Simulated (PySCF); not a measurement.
I$_{2}$Zn, charge -1, quartet, geometry from GFN2-xTB of the parent state (such geometries of metal compounds can be far from the true shape) (a state made from the parent by changing its charge; the spin is typed, not shown lowest) (all electrons, no relativity); SVWN5/3-21G run with PySCF.

Input for PySCF:
```python
from pyscf import gto, scf, dft

mol = gto.Mole()
mol.atom = '''
    Zn   -1.200832   -0.311086   -0.273894
    I     0.174211    1.998421   -1.366024
    I     0.505505   -1.822335    1.521059
'''
mol.basis = '3-21g'
mol.charge = -1
mol.spin = 3
mol.verbose = 3
mol.build()

mf = dft.UKS(mol)
mf.xc = 'lda,vwn'
mf.kernel()
```

What the program printed (banner, timings and long lists left out):

```
SCF not converged.
SCF energy = -15535.892959987 after 50 cycles  <S^2> = 3.7508196  2S+1 = 4.0004098
```

Convergence was not reached.
